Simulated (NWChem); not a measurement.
System: AlPH4; SMILES [AlH2][PH2]

The following NWChem deck was run.

```
start job
memory heap 200 mb stack 900 mb global 1100 mb
geometry units angstroms noautosym nocenter noautoz
  Al     0.102843     1.281664    -0.028067
  H     -1.202305     1.976026     0.556902
  H      1.317905     2.145687    -0.580360
  P      0.152845    -1.032891    -0.260267
  H     -0.410613    -1.305519     1.023225
  H      1.512824    -1.176260     0.151064
end
basis spherical
  Al library 6-31+g*
  H library 6-31+g*
  P library 6-31+g*
end
dft
  xc pbe0
  iterations 150
end
property
  response 1 0.0428
end
task dft property
```

Coordinates come from a PBE0/def2-SVP optimisation.

Field at 1065 nm.

Task: Predict the main results of this run. (PBE0/6-31+G* (spherical d).) Quantities: isotropic polarisability (bohr³); anisotropy (bohr³).

Result: 
```
Property                          Value
--------------------------------  -----
isotropic polarisability (bohr³)   53.8
anisotropy (bohr³)                 31.5
```
